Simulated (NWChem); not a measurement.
The numbers come from NWChem runs, not from measurements. System: CH₃ClMgS, charge 0, spin multiplicity 1, at a geometry optimised with PBE0/def2-SVP. The structure started from a generated list of species. Level: CR-EOMCCSD(T)/def2-SVP, 16 core orbitals frozen.

Job file:

```
start mol
memory heap 100 mb stack 700 mb global 1900 mb
geometry units angstroms nocenter noautoz noautosym
  Mg     0.320151     0.126729     0.420018
  Cl     0.706041     1.460979     2.130094
  S     -0.040884    -1.293153    -1.350581
  C     -1.581256    -0.665600    -2.121228
  H     -2.446936    -0.754883    -1.450249
  H     -1.769997    -1.293267    -3.002984
  H     -1.485914     0.374813    -2.461915
end
basis spherical
  * library def2-svp
end
scf
  rhf
  nopen 0
  maxiter 100
  thresh 1e-7
  semidirect memsize 60000000 filesize 0
end
tce
  freeze core 16
  creomsd(t)
  nroots 3
  2eorb
  2emet 13
  thresh 1e-5
  maxiter 200
  tilesize 24
end
task tce energy
```

Part of the output:

```
             Northwest Computational Chemistry Package (NWChem) 7.3.0
             --------------------------------------------------------

                                NWChem Input Module
                                -------------------

 Scaling coordinates for geometry "geometry" by  1.889725989
 (inverse scale =  0.529177249)

                             Geometry "geometry" -> ""
                             -------------------------

 Output coordinates in angstroms (scale by  1.889725989 to convert to a.u.)

  No.       Tag          Charge          X              Y              Z
 ---- ---------------- ---------- -------------- -------------- --------------
    1 Mg                  12.0000     0.32015100     0.12672900     0.42001800
    2 Cl                  17.0000     0.70604100     1.46097900     2.13009400
    3 S                   16.0000    -0.04088400    -1.29315300    -1.35058100
    4 C                    6.0000    -1.58125600    -0.66560000    -2.12122800
    5 H                    1.0000    -2.44693600    -0.75488300    -1.45024900
    6 H                    1.0000    -1.76999700    -1.29326700    -3.00298400
    7 H                    1.0000    -1.48591400     0.37481300    -2.46191500

 Effective nuclear repulsion energy (a.u.)     204.7926164684

            Nuclear Dipole moment (a.u.)
            ----------------------------
        X                 Y               Z
 ---------------- ---------------- ----------------
    -0.0000340151     0.0000113384     0.0000037795


 Summary of "ao basis" -> "" (spherical)
 ------------------------------------------------------------------------------
       Tag                 Description            Shells   Functions and Types
 ---------------- ------------------------------  ------  ---------------------
 *                          def2-svp                  on all atoms

 Summary of "ao basis" -> "ao basis" (spherical)
 ------------------------------------------------------------------------------
       Tag                 Description            Shells   Functions and Types
 ---------------- ------------------------------  ------  ---------------------
[...]
 Iteration  26 using   58 trial vectors
   0.0000084731829   0.1606100617658    4.37042
   0.0000063989529   0.1850014280089    5.03415
   0.0000124355213   0.2015130538459    5.48345     4.1     4.1

 Iteration  27 using   59 trial vectors
   0.0000084728687   0.1606100617684    4.37042
   0.0000063904460   0.1850014279581    5.03415
   0.0000078777038   0.2015130750969    5.48345     3.7     3.7
 --------------------------------------------------------------
 Iterations converged
 ------------------

 Excited state root  1
 Excitation energy / hartree =        0.160610061768371
                   / eV      =        4.370424008424604
 largest EOMCCSD amplitudes: R1 and R2

 Singles contributions
    28a   (alpha) ---    27a   (alpha)       -0.8845982167
    31a   (alpha) ---    27a   (alpha)        0.1752183195
    32a   (alpha) ---    27a   (alpha)        0.1688327598

 Doubles contributions
 ------------------

 Excited state root  2
 Excitation energy / hartree =        0.185001427958144
                   / eV      =        5.034147135234662
 largest EOMCCSD amplitudes: R1 and R2

 Singles contributions
    29a   (alpha) ---    27a   (alpha)       -0.8807421288
    33a   (alpha) ---    27a   (alpha)       -0.2089681160
    38a   (alpha) ---    27a   (alpha)       -0.1616916918

 Doubles contributions
 ------------------

 Excited state root  3
 Excitation energy / hartree =        0.201513075096931
                   / eV      =        5.483452105791635
 largest EOMCCSD amplitudes: R1 and R2

 Singles contributions
    28a   (alpha) ---    26a   (alpha)        0.8185535183
    30a   (alpha) ---    27a   (alpha)       -0.3451385851
    31a   (alpha) ---    26a   (alpha)       -0.1446489309
    32a   (alpha) ---    26a   (alpha)       -0.1451351876

 Doubles contributions
    28a   (alpha)    28a   (beta ) ---    26a   (alpha)    26a   (beta )       -0.1250310121
======= CR-EOMCCSD(T) calculation ======
corresponding R0 value =    -0.000029

CR-EOMCCSD(T) Intermediates cpu wall time             8.8            8.8
 cr_N i1_1 nr of boxes                     9
 cr_N i1_2 nr of boxes                    72
 creom_N i2_1 nr of boxes                     9
 creom_N i2_2 nr of boxes                    72
 creom_N i2_3 nr of boxes                     9
 creom_N i2_4 nr of boxes                    72

CR-EOMCCSD(T) triples loop cpu wall           360.9          360.9

 CR-EOMCCSD(T)  total energy / hartree       =     -1096.322070599448125
 CR-EOMCCSD(T)  excitation energy (eV)       =      4.25711

======= CR-EOMCCSD(T) calculation ======
corresponding R0 value =     0.000064

CR-EOMCCSD(T) Intermediates cpu wall time             8.3            8.3
 cr_N i1_1 nr of boxes                     9
 cr_N i1_2 nr of boxes                    72
 creom_N i2_1 nr of boxes                     9
 creom_N i2_2 nr of boxes                    72
 creom_N i2_3 nr of boxes                     9
 creom_N i2_4 nr of boxes                    72

CR-EOMCCSD(T) triples loop cpu wall           353.1          353.1

 CR-EOMCCSD(T)  total energy / hartree       =     -1096.296893457955548
 CR-EOMCCSD(T)  excitation energy (eV)       =      4.94222

======= CR-EOMCCSD(T) calculation ======
corresponding R0 value =    -0.027977

CR-EOMCCSD(T) Intermediates cpu wall time             9.2            9.2
 cr_N i1_1 nr of boxes                     9
 cr_N i1_2 nr of boxes                    72
 creom_N i2_1 nr of boxes                     9
 creom_N i2_2 nr of boxes                    72
 creom_N i2_3 nr of boxes                     9
 creom_N i2_4 nr of boxes                    72

CR-EOMCCSD(T) triples loop cpu wall           364.8          364.8

 CR-EOMCCSD(T)  total energy / hartree       =     -1096.281635806658414
 CR-EOMCCSD(T)  excitation energy (eV)       =      5.35740

 Task  times  cpu:     1289.0s     wall:     1289.0s

 Total times  cpu:     1289.1s     wall:     1289.1s
```
